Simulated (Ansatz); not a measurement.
Ideal-gas functions of CH$_{4}$CdOS (`C[S][Cd][OH]`) at 500 K and 1 bar, from an Ansatz frequency run at PBE0-D4/def2-TZVP.

Molar mass 176.52 g/mol, point group C1 (symmetry number 1), electronic degeneracy 1, moments of inertia 35.226, 334.264, 364.795 u Å². Harmonic wavenumbers (cm⁻¹, unscaled): 89, 107, 128, 139, 181, 353, 592, 721, 777, 963, 978, 1349, 1472, 1477, 3065, 3151, 3157, 3891.

Use S(trans) = R[1.5 ln M + 2.5 ln T − 1.1517]; rotational temperatures θ = 24.2544 K / I; S(rot) = R[ln(√π/σ · √(T³/θAθBθC)) + 1.5]; for each mode x = 1.438777 ν̃/T, S = R[x/(eˣ − 1) − ln(1 − e⁻ˣ)] and H = RT x/(eˣ − 1); 1 cm⁻¹ = 0.0119627 kJ/mol; R = 8.31446 J/(mol·K).

**Question.** By hand: the entropy, in J/(mol·K).

**Answer.** Translation 184.1. Rotation: θ = 0.6885, 0.0726, 0.0665 K, giving 118.5. Vibration, mode by mode: 19.66, 18.14, 16.67, 15.99, 13.83, 8.53, 4.82, 3.59, 3.17, 2.08, 2.01, 0.85, 0.64, 0.63, 0.01, 0.01, 0.01, 0.00, in all 110.6. Electronic 0.0. Sum 413.2 J/(mol·K).

**Question.** By hand: H − E and G − E in kJ/mol, counted from the electronic energy.

**Answer.** Zero-point energy ½ × 22590 × 0.0119627 = 135.1; thermal vibration 25.9; translation, rotation and pV give 4 RT = 16.6. H − E = 177.6 kJ/mol, and G − E = 177.6 − 500 × 413.2/1000 = -29.0 kJ/mol.

Vibration gives 27 % of the entropy, 70.5 J/(mol·K) of it from the modes under 150 cm⁻¹: soft modes count most, and the harmonic formula is weakest for them. The sum counts one conformer and one mirror image; others add a mixing term.
